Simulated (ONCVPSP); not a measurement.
## Sb (Z = 51): one change to an ONCV potential, before and after

| Property | Result |
| --- | --- |
| Element | antimony |
| Generator | ONCVPSP 4.0.1 |
| Type | optimised norm-conserving Vanderbilt (ONCV) |
| Functional | PBEsol |
| Relativity | scalar-relativistic |
| Frozen core | [Ar] 3d10 |
| Valence charge | 23 |
| Reference configuration | 4s2 4p6 4d10 5s2 5p2 (charge +1) |
| Partial waves | 4s+5s: rc 1.30 bohr, ncon 4, nbas 8, qcut 10.3 1/bohr, 2 projectors; 4p+5p: rc 1.55 bohr, ncon 3, nbas 6, qcut 11.1 1/bohr, 2 projectors; 4d: rc 1.50 bohr, ncon 3, nbas 8, qcut 8.3 1/bohr, 3 projectors, debl 3.2 Ha |
| Local potential | polynomial inside 1.30 bohr (lpopt 4, dvloc0 0 Ha) |
| Core correction | Teter function fitted to the true core (icmod 2), fcfact 0.4 |

All-electron outer shells of the reference configuration (PBEsol, scalar-relativistic, ld1.x):

```json
{"shell": "3p", "level (eV)": "-758.63", "outermost node (bohr)": "0.13", "outermost maximum (bohr)": "0.29"}
{"shell": "3d", "level (eV)": "-524.40", "outermost node (bohr)": "–", "outermost maximum (bohr)": "0.24"}
{"shell": "4s", "level (eV)": "-157.17", "outermost node (bohr)": "0.39", "outermost maximum (bohr)": "0.73"}
{"shell": "4p", "level (eV)": "-110.17", "outermost node (bohr)": "0.39", "outermost maximum (bohr)": "0.76"}
{"shell": "4d", "level (eV)": "-41.97", "outermost node (bohr)": "0.38", "outermost maximum (bohr)": "0.84"}
{"shell": "5s", "level (eV)": "-20.71", "outermost node (bohr)": "0.95", "outermost maximum (bohr)": "1.88"}
{"shell": "5p", "level (eV)": "-12.03", "outermost node (bohr)": "1.04", "outermost maximum (bohr)": "2.24"}
```

Change: all radii but the core radius scaled by about 1.14 (s 1.48, p 1.78, d 1.72 bohr); local potential polynomial inside 1.48 bohr (lpopt 4, dvloc0 0 Ha).

Cutoffs: the cutoffs (Ha) at which the residual kinetic energy of the hardest occupied pseudo-wave falls to 1 and 0.1 mHa per electron; they do not see the model core or the augmentation charge, which bear on the density cutoff. Errors are all-electron minus pseudo energies relative to the spin-unpolarised reference configuration.

What does the change do?

The potential gets softer (38 Ha and 44 Ha → 32 Ha and 39 Ha); the errors of the 4 common tests hardly move; neither file shows a bound ghost. A larger radius leaves more room for a smooth pseudo-wave, so fewer plane waves are needed.

| quantity | base | changed |
| --- | --- | --- |
| cutoff, loose | 38 Ha | 32 Ha |
| cutoff, tight | 44 Ha | 39 Ha |
| loose cutoff by channel | s 38 Ha, p 27 Ha, d 31 Ha | s 32 Ha, p 25 Ha, d 28 Ha |
| bound ghosts | none | none |
| GHOST(+) flags under 300 eV | none | none |
| error for 4s2 4p6 4d10 5s2 5p3, meV [ΔE -8.34 eV] | +1.8 | +2.0 |
| error for 4s2 4p6 4d10 5s2 5p1, meV [ΔE 16.01 eV] | -4.0 | -4.2 |
| error for 4s2 4p6 4d10 5s2 5p0, meV [ΔE 40.46 eV] | -11 | -12 |
| error for 4s2 4p5 4d10 5s2 5p3, meV [ΔE 101.45 eV] | -216 | -216 |
| rms error of d²Exc/dni dnj with the model core, mHa | 0.66 | 1.11 |
